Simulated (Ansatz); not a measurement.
Ansatz results at the PBE0-D4/def2-TZVP geometry: LUMO energy (PBE/def2-TZVPP) -2.47 eV; HOMO–LUMO gap (PBE0/def2-TZVPP) 4.93 eV; HOMO–LUMO gap (B3LYP/def2-TZVPP) 4.46 eV.

Each molecule was computed in one conformer, which needn't be the lowest.

Task: Which molecule gave them?
A. `C[O][Ti]12345678([F])([C@H]9[C@@H]1[C@@H]2[C@@H]3[C@H]94)[C@H]1[C@@H]5[C@@H]6[C@@H]7[C@H]18`
B. `C[O][Zr]1234([O]C)([N](C)C)[C@@H]5[C@H]1[C@H]2[C@@]3(C)[C@@H]54`
C. `[C@H]12[C@@H]3[C@@H]4[C@@H]5[C@H]1[Cu]2345`
D. `C[C@@]12[C@H]3[C@H]4[C@H]5[C@@H]1[TiH]45321678([OH])[C@@H]2[C@H]1[C@H]6[C@@]7(C)[C@@H]28`

Result: A. The others give `[C@H]12[C@@H]3[C@@H]4[C@@H]5[C@H]1[Cu]2345`: -3.13, 3.57, 2.99; `C[O][Zr]1234([O]C)([N](C)C)[C@@H]5[C@H]1[C@H]2[C@@]3(C)[C@@H]54`: -0.91, 5.62, 5.22; `C[C@@]12[C@H]3[C@H]4[C@H]5[C@@H]1[TiH]45321678([OH])[C@@H]2[C@H]1[C@H]6[C@@]7(C)[C@@H]28`: -2.02, 5.41, 4.95.

B3LYP here is the variant with VWN-RPA as its local correlation; programs differ in this.
